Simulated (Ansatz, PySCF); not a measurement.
Pair of molecules: CH4O (SMILES CO) (first 6 atoms) with CH2F2 (SMILES FCF); geometry from B3LYP-D3(BJ)/def2-TZVP, rigid monomers moved along the line of their centres of mass till O2···H11 is 2.05 Å.
(charge 0, multiplicity 1):
```xyz
11

C      0.3873    -0.5809     0.4249
O      0.2626     0.7548     0.9094
H     -0.2698    -0.7641    -0.4311
H      0.0922    -1.2381     1.2403
H      1.4182    -0.8170     0.1429
H      0.5396     1.3643     0.2184
F     -0.0256    -1.0595     3.6440
C      0.2353     0.2590     3.9063
F      1.3761     0.3248     4.6536
H     -0.5897     0.6578     4.4990
H      0.3935     0.7732     2.9596
```

Counterpoise-corrected where a basis set is named; no monomer relaxation. Rows marked so take none.

Correlated levels freeze the cores. Rows in 3-21G carry no dispersion term and start afresh at each structure.

Codes used: Ansatz (a first-principles code); PySCF for 3-21G rows, the dispersion terms. 

Task: Estimate the interaction energy that CCSD/aug-cc-pVDZ returns for this input.

Result: -74 meV

Task: Estimate the interaction energy that HF/3-21G (no counterpoise) returns for this input.

Result: -347 meV

Task: What interaction energy does r2SCAN-D3(BJ)/def2-TZVPPD give?

Result: -99 meV
